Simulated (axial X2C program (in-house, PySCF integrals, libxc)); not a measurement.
## HfTe: from Re and ωe to a spectrum

A bond curve at the PBE0 level, two-component, was computed with an in-house relativistic program for diatomic molecules (basis Hf dyall-cv3z [13s14p9d7f4g], Te dyall-cv3z [11s12p8d4f1g] (cores contracted in-house)) for the state Ω = 0 (closed shell). Its fit gives Re = 2.5030 Å, ωe = 261.3 cm⁻¹, ωexe = 0.341 cm⁻¹ and αe = 6.290e-05 cm⁻¹; the masses are 179.9465 and 129.9062 u. Two-component means X2C with spin–orbit coupling and atomic mean-field Coulomb and Gaunt terms.

Find the reduced mass, Be and the force constant.

From the PBE0 values: μ = 75.4428 u. Be = 16.8576/(μ Re²) = 0.03567 cm⁻¹. k = 5.8918×10⁻⁷ μ ωe² = 3.03 mdyn/Å.

Give B0, the J = 1←0 line in GHz and the most populated J at 300 K (kT = 208.5 cm⁻¹).

B0 = Be − αe/2 = 0.03563 cm⁻¹; 2B0 = 2.137 GHz; J(max) ≈ √(kT/2B0) − 1/2 = 53.6, so J = 54.

Where do the fundamental and the first overtone lie?

ν(1←0) = ωe − 2ωexe = 260.6 cm⁻¹; ν(2←0) = 2ωe − 6ωexe = 520.6 cm⁻¹.

Estimate the centrifugal constant by the Kratzer relation.

D = 4Be³/ωe² = 2.66e-09 cm⁻¹.

A Morse curve ties αe to the other constants (Pekeris). How well does that hold?

αe(Morse) = 6Be²/ωe × (√(ωexe/Be) − 1) = 6.111e-05 cm⁻¹; the PBE0 curve gives 6.290e-05 cm⁻¹, a ratio of 0.97.

Occupations by symmetry block were frozen at the best pattern of an incomplete PBE0 search. Other states lie close and PBE0, whose exact exchange favours high spin, may order them wrongly; the determinant shown need not be the ground state. The nearest other 2c determinant of the search, Ω = 1, lies 0.25 eV up at the distance of the search.
